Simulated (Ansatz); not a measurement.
A CCSD(T) single point on `C=C[SiH](F)N[SiH2]Cl`.

```yaml
crystal:
  periodic: [false, false, false]
  atoms:
    - {symbol: C, position_ang: [0.201891, -2.327907, -0.685328]}
    - {symbol: C, position_ang: [0.663695, -1.305731, 0.030913]}
    - {symbol: Si, position_ang: [-0.396523, -0.356988, 1.204336]}
    - {symbol: F, position_ang: [-1.868369, -0.983990, 1.123121]}
    - {symbol: N, position_ang: [-0.404723, 1.303644, 0.765950]}
    - {symbol: Si, position_ang: [-0.073030, 1.997849, -0.765459]}
    - {symbol: Cl, position_ang: [1.946663, 2.302019, -1.065794]}
    - {symbol: H, position_ang: [-0.831487, -2.653112, -0.609825]}
    - {symbol: H, position_ang: [0.832181, -2.879768, -1.376832]}
    - {symbol: H, position_ang: [1.707385, -1.017194, -0.084400]}
    - {symbol: H, position_ang: [0.010875, -0.455602, 2.624739]}
    - {symbol: H, position_ang: [-0.558589, 1.960922, 1.518199]}
    - {symbol: H, position_ang: [-0.518986, 1.085822, -1.836626]}
    - {symbol: H, position_ang: [-0.710994, 3.330036, -0.843004]}
basis:
  gaussian: {orbitals: def2-TZVPP}
correlation: {method: ccsd_t}
```

```sh
$ ansatz run in.yaml --threads 2 --pin off --events-out ev --progress --plain --max-ram 31744MiB --backend cuda --devices 0, --max-vram 18GiB
```

Log, shortened:

```
Functional definition: HF
2055 factors; integrals over basis functions are off by at most 1.1e-3 eV
mean field evaluation 1: about -34590.5400 eV, gradient 4.8e1 eV
mean field evaluation 2: about -34590.9134 eV, gradient 4.8e1 eV
mean field evaluation 4: about -34595.9884 eV, gradient 4.5e0 eV
mean field evaluation 8: about -34596.0671 eV, gradient 2.3e-1 eV
mean field -34596.06736825 eV, -1271.3820257266 hartree, gradient 2.9e-6 eV, S^2 0.000000; 0 other end points of the search recorded, 0 dependent functions left out
19 core orbitals not correlated: weight in the atoms' cores, before any rotation towards them, 1.000 or more for the frozen orbitals, at most 0.000 for the correlated occupied ones
reference -34596.06736825 eV, -1271.3820257266 hartree; 21, 21 occupied and 308, 308 virtual orbitals, 2055 factors
second order -32.79633048 eV of doubles, -0.00000000 eV of singles
cycle   1  -33.55462019 eV  change   -7.6e-1 eV  update   1.2e-1
cycle   2  -34.32960366 eV  change   -7.7e-1 eV  update   3.5e-2
cycle   3  -34.49348696 eV  change   -1.6e-1 eV  update   1.7e-2
cycle   4  -34.47874988 eV  change    1.5e-2 eV  update   4.3e-3
cycle   5  -34.47732448 eV  change    1.4e-3 eV  update   1.8e-3
cycle   6  -34.47845555 eV  change   -1.1e-3 eV  update   5.1e-4
cycle   7  -34.47830636 eV  change    1.5e-4 eV  update   1.8e-4
cycle   8  -34.47824451 eV  change    6.2e-5 eV  update   5.8e-5
cycle   9  -34.47827555 eV  change   -3.1e-5 eV  update   2.4e-5
perturbative correction -1.36432471 eV, -0.0501380085 hartree
Total energy: -34631.90996851 eV, -1272.6992169912 hartree
```

Run time 8.5 s (2 threads of an AMD EPYC 7R13 on a shared host and a share of an NVIDIA H100 80 GB); peak host memory 0.85 GiB.

MP2 recovers 91.5 % of the CCSD(T) correlation energy and the triples give 3.8 %; T1 = 0.0111.
